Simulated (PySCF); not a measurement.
## [LaO2]-: from structure and modes to constants

All numbers come from PySCF, PBE0, basis La def2-TZVPD with ECP46, O def2-TZVPD (scalar-relativistic core potentials, no spin–orbit coupling, density fitting).

The singlet minimum has C2v symmetry. Masses (u): La 138.90635, O 15.99492.

```xyz
3
charge -1 multiplicity 1, angstrom
La    0.0000   -0.2148    0.0000
O     0.0000    0.9462    1.6672
O     0.0000    0.9462   -1.6672
```

Harmonic wavenumbers (cm⁻¹): 203.1 (a1, ×1), 604.3 (b2, ×1), 684.1 (a1, ×1).

**Question.** Find the principal moments of inertia and the rotational constants. What kind of rotor is it?

**Answer.** About the centre of mass I = 35.046, 88.916, 123.96 u Å². With B = 16.8576/I this gives 0.481, 0.1896, 0.136 cm⁻¹. The molecule is an asymmetric top with κ = -0.69.

**Question.** Find the vibrational entropy and heat capacity at 298.15 K.

**Answer.** With u = 1.43878 ω/T, each mode gives S = R[u/(eᵘ−1) − ln(1−e⁻ᵘ)] and C = R u² eᵘ/(eᵘ−1)².
```json
{"ω (cm⁻¹)": "203.1", "u": "0.980", "S (J/(mol K))": "8.81", "C (J/(mol K))": "7.68"}
{"ω (cm⁻¹)": "604.3", "u": "2.916", "S (J/(mol K))": "1.85", "C (J/(mol K))": "4.28"}
{"ω (cm⁻¹)": "684.1", "u": "3.301", "S (J/(mol K))": "1.36", "C (J/(mol K))": "3.60"}
```
The sums over all modes are S = 12.0 and C = 15.6 J/(mol K); the softest mode gives 73 % of the entropy.

Only a few start shapes were tried, so a lower isomer may exist. The lowest empty level of this anion is unbound, so it and the gap depend on the basis.
